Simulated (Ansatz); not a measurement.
The cluster Li₆Cl₅. Total charge 0; doublet. Geometry r2SCAN-D4/def2-SVP.

```tsv
atom	x (Å)	y (Å)	z (Å)
Li1	-0.435	2.393	0.511
Li2	-1.357	-1.022	-2.315
Li3	1.019	0.595	2.187
Li4	1.154	0.116	-0.876
Li5	0.076	-2.792	-0.663
Li6	-1.501	-0.459	0.809
Cl7	1.832	1.941	0.492
Cl8	0.876	-1.601	-2.477
Cl9	-1.184	1.276	2.395
Cl10	0.745	-1.440	1.103
Cl11	-1.224	0.993	-1.167
```

Another isomer (doublet) lies 0.09 eV lower at PBE0-D4/def2-TZVP; other spin states weren't run for this one.

Estimate the α-spin orbital energies around the gap (eV) in Ansatz with PBE-D4/def2-SVP, PBE-D4/def2-TZVP, r2SCAN-D4/def2-TZVP, PBE0-D4/def2-SVP, BHLYP-D4/def2-TZVP.


| orbital | PBE-D4/def2-SVP | PBE-D4/def2-TZVP | r2SCAN-D4/def2-TZVP | PBE0-D4/def2-SVP | BHLYP-D4/def2-TZVP |
| --- | --- | --- | --- | --- | --- |
| HOMO−5 | -7.39 | -7.52 | -7.88 | -8.78 | -10.13 |
| HOMO−4 | -7.34 | -7.48 | -7.84 | -8.74 | -10.09 |
| HOMO−3 | -7.25 | -7.40 | -7.76 | -8.65 | -10.01 |
| HOMO−2 | -7.22 | -7.37 | -7.72 | -8.60 | -9.96 |
| HOMO−1 | -7.08 | -7.24 | -7.59 | -8.46 | -9.82 |
| HOMO | -2.85 | -2.96 | -3.03 | -3.47 | -4.00 |
| LUMO | -1.11 | -1.18 | -0.83 | -0.56 | -0.15 |
| LUMO+1 | -1.08 | -1.12 | -0.82 | -0.56 | -0.04 |
| LUMO+2 | -0.97 | -1.02 | -0.47 | -0.43 | 0.09 |
| LUMO+3 | -0.49 | -0.48 | 0.02 | 0.00 | 0.43 |
| LUMO+4 | -0.39 | -0.38 | 0.14 | 0.13 | 0.77 |
| LUMO+5 | 0.00 | 0.05 | 0.60 | 0.51 | 1.04 |
| β HOMO | -7.07 | -7.23 | -7.58 | -8.45 | -9.80 |
| β LUMO | -1.77 | -1.84 | -1.62 | -1.16 | -0.75 |
